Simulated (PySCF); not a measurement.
## Peak assignment

Bonds (- single, = double, # triple, : aromatic): C1=C2, C2-C3, C2-Si4, Si4-C5, Si4-P6, Si4-O7, O7-Si8. C1 carries H9, H10; C3 carries H11, H12, H13; C5 carries H14, H15, H16; P6 carries H17, H18; Si8 carries H19, H20, H21. Stereochemistry as in C=C(C)[Si@@](C)(P)O[SiH3]. H10 is cis to C3; H9 is trans to C3.

Computational details: coordinates at the GFN2-xTB level, shielding tensors at PBE0/pcSseg-1 (GIAO), in PySCF (one computed conformer, relativity neglected, in vacuum, one averaged value for each set of equivalent atoms).

References, each an isolated molecule treated in the same way: TMS for ¹³C, ¹H.

Question: Assign these signals to the numbered atoms. ¹³C{¹H} NMR (computed): δ 157.1, 131.3, 24.8, 2.5.

Answer: 
157.1 → C2, fully substituted alkene carbon: an sp2 carbon of a C=C bond
131.3 → C1, terminal =CH2 carbon: the olefinic region
24.8 → C3, allylic methyl carbon: a saturated carbon with 1 carbon neighbour and no heteroatom attached
2.5 → C5, methyl carbon bonded to Si: an electropositive neighbour leaves it electron-rich and shielded

Question: Assign these signals to the numbered atoms. ¹H NMR (300 MHz, computed): δ 6.04 (m, 1H), 5.70 (m, 1H), 5.17 (s, 3H), 1.88 (s, 3H), 1.05 (m, 2H), 0.34 (m, 3H).

Answer: 
| δ (ppm) | atoms | environment | reason |
| --- | --- | --- | --- |
| 6.04 | H10 | hydrogen on a terminal =CH2 carbon | olefinic region |
| 5.70 | H9 | hydrogen on a terminal =CH2 carbon | – |
| 5.17 | H19/H20/H21 | hydrogen on a silicon bonded to O | – |
| 1.88 | H11/H12/H13 | hydrogen on an allylic methyl carbon | allylic position |
| 1.05 | H17/H18 | hydrogen on a phosphorus bonded to Si | – |
| 0.34 | H14/H15/H16 | hydrogen on a methyl carbon bonded to Si | an electropositive neighbour shields it, as in TMS itself |

Splittings by ³¹P in the carbon and heteronuclear signals aren't shown, as no couplings were computed. Shifts are as computed. Against solution values, carbons near 30 ppm lie about +3 ppm off and those near 130 ppm about +5 ppm. Of 1211 compounds with measured shifts, 218 miss one by over three times the rms of a fit or turn the order of signals round; such compounds aren't used in these exercises. Multiplicities follow the n + 1 count of equivalent neighbours, as no J values were calculated; m marks all less simple cases, F and P coupling included.
